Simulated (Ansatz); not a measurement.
```yaml
crystal:
  periodic: [false, false, false]
  atoms:
    - {symbol: Ga, position_ang: [-1.300447, 1.370350, 0.283833]}
    - {symbol: Ga, position_ang: [1.564883, -1.023912, -0.049284]}
    - {symbol: N, position_ang: [0.178708, 0.048153, -0.008397]}
basis:
  gaussian: {orbitals: def2-SVP}
total_charge: 1
hamiltonian: {xc: {name: SPW92}}
output: {forces: true}
```

```sh
$ ansatz run in.yaml --threads 4 --pin off --events-out ev --progress --plain --max-ram 3916MiB
```

Shortened log:

```
Functional definition: SPW92
882 factors; their error is unknown
mean field evaluation 1: about -106000.3958 eV, gradient 1.3e2 eV
mean field evaluation 2: about -105783.3940 eV, gradient 1.9e2 eV
mean field evaluation 4: about -106017.5153 eV, gradient 9.2e1 eV
mean field evaluation 8: about -106045.1975 eV, gradient 2.3e0 eV
mean field evaluation 16: about -106045.1734 eV, gradient 6.0e-2 eV
mean field evaluation 32: about -106039.9337 eV, gradient 3.4e1 eV
mean field evaluation 64: about -106043.2897 eV, gradient 6.0e0 eV
mean field -106045.17349739 eV, -3897.0882460288 hartree, gradient 2.6e-5 eV, S^2 0.000000; 6 other end points of the search recorded, 0 dependent functions left out
reference -106045.17352975 eV, -3897.0882472182 hartree; 34, 34 occupied and 44, 44 virtual orbitals, 882 factors
Total energy: -106045.17352975 eV, -3897.0882472182 hartree
Atom 0 at    -1.300447     1.370350     0.283833 Å, force     2.175265    -1.960543    -0.452218 eV/Å
Atom 1 at     1.564883    -1.023912    -0.049284 Å, force    -0.815435     0.613474     0.000085 eV/Å
Atom 2 at     0.178708     0.048153    -0.008397 Å, force    -1.359831     1.347069     0.452133 eV/Å
Dipole moment:     0.036579     0.036827     0.089753 e Å
```

Run time 1 s (4 threads of Arm Neoverse V2 on a shared host).

The restricted singlet is unstable towards broken spin symmetry at other levels; at RKS LDA (SPW92)/def2-SVP this wasn't settled.

The dipole of an ion depends on the origin.
